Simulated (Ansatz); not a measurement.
`[NH]=[Ta]([NH2])([OH])[OH]` and `[NH]=[Ta]([NH2])([OH])[Cl]` differ in one atom or group.

Ansatz, PBE0-D4/def2-TZVP geometries, multiplicity 1. Each molecule was computed in one conformer, which needn't be the lowest.

Elements past krypton have def2 core potentials.

| property | `[NH]=[Ta]([NH2])([OH])[OH]` |
| --- | --- |
| size of the dipole moment (ωB97M-V/def2-TZVPP) / D | 0.74 |
| size of the dipole moment (PBE/def2-TZVPP) / D | 0.76 |
| HOMO energy (PBE0/def2-TZVPP) / eV | -7.47 |
| size of the dipole moment (B3LYP/def2-TZVPP) / D | 0.79 |
| LUMO energy (PBE0/def2-TZVPP) / eV | 0.11 |
| HOMO energy (B3LYP/def2-TZVPP) / eV | -7.22 |

(1) Give the same properties after the change, and the shifts. (Best estimate.)

Answers

(1) Ansatz gave: 
```json
{"property": "size of the dipole moment (ωB97M-V/def2-TZVPP) / D", "`[NH]=[Ta]([NH2])([OH])[Cl]`": "2.82", "shift": "2.08"}
{"property": "size of the dipole moment (PBE/def2-TZVPP) / D", "`[NH]=[Ta]([NH2])([OH])[Cl]`": "2.85", "shift": "2.09"}
{"property": "HOMO energy (PBE0/def2-TZVPP) / eV", "`[NH]=[Ta]([NH2])([OH])[Cl]`": "-7.79", "shift": "-0.32"}
{"property": "size of the dipole moment (B3LYP/def2-TZVPP) / D", "`[NH]=[Ta]([NH2])([OH])[Cl]`": "2.83", "shift": "2.04"}
{"property": "LUMO energy (PBE0/def2-TZVPP) / eV", "`[NH]=[Ta]([NH2])([OH])[Cl]`": "-0.60", "shift": "-0.71"}
{"property": "HOMO energy (B3LYP/def2-TZVPP) / eV", "`[NH]=[Ta]([NH2])([OH])[Cl]`": "-7.53", "shift": "-0.31"}
```

With PBE0 the HOMO falls by 0.32 eV and the LUMO falls by 0.71 eV, so the gap narrows by about 0.39 eV. PBE moves the HOMO by -0.43 eV and ωB97M-V by -0.23 eV. The zero-point energy changes by -29.9 kJ/mol with -3 modes. Dipoles are sizes alone; their direction can turn.

B3LYP here is the variant with VWN-RPA as its local correlation; programs differ in this.
